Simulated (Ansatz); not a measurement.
A made-up structure of HSeO2, doublet:

O1  (0.862, 0.202, 1.313)
Se2  (-0.667, 0.280, 0.773)
O3  (-0.565, -0.154, -0.953)
H4  (1.777, -0.111, 1.386)
(Å)

It is relaxed with PBE-D4/def2-SVP and then PBE0-D4/def2-TZVP (Ansatz 0.2.0). Atoms count as bonded within 1.22 times the sum of their covalent radii (H–H: 0.88 Å). The end point is not checked to be a true minimum.

(1) Does its bonding change? (A judgement: the text doesn't fix the answer.)

Results:

(1) By the calculation: No: no bond forms or breaks.

Where it ends: The first stage lowers the energy by 1.31 eV in 10 steps. It ends as HSeO₂ ([O][Se][OH]):
O1  (0.881, 0.245, 1.596)
Se2  (-0.667, 0.328, 0.717)
O3  (-0.335, -0.240, -0.767)
H4  (1.528, -0.116, 0.973)
(Å)

Labels in which every atom is bracketed show which atoms are joined, not bond orders.

For scale, one of the runs: PBE0-D4/def2-TZVP relaxation, 116 basis functions, launched by `ansatz run in.yaml --threads 2 --pin off --events-out ev --progress --plain --max-ram 4352MiB`. Hardware: 2 CPU threads of an Arm Neoverse V2, shared host. Wall time about 17 s.
